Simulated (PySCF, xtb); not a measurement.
Ta(O)(F)2(OMe) (CH₃F₂O₂Ta), SMILES [O]=[Ta]([F])([F])[O]C, multiplicity 1. One conformer was computed; it need not be the lowest.

Harmonic wavenumbers (cm⁻¹) from GFN2-xTB (xtb) at its own minimum, in rising order: 59, 77, 80, 129, 168, 184, 217, 267, 381, 403, 422, 790, 1112, 1122, 1125, 1387, 1445, 1448, 2915, 2931, 2937.

Question: What does PBE-D3(BJ)/def2-SVP (PySCF 2.14.0) give at its own minimum? (The exact figures need the calculation; the answer reports its results.)

Answer: 78, 86, 96, 156, 189, 202, 255, 293, 571, 666, 673, 966, 1122, 1130, 1152, 1412, 1413, 1416, 2949, 3046, 3053. Paired by order, the mean absolute difference is 69 cm⁻¹ and the zero-point energies are 28.0 and 29.9 kcal/mol.
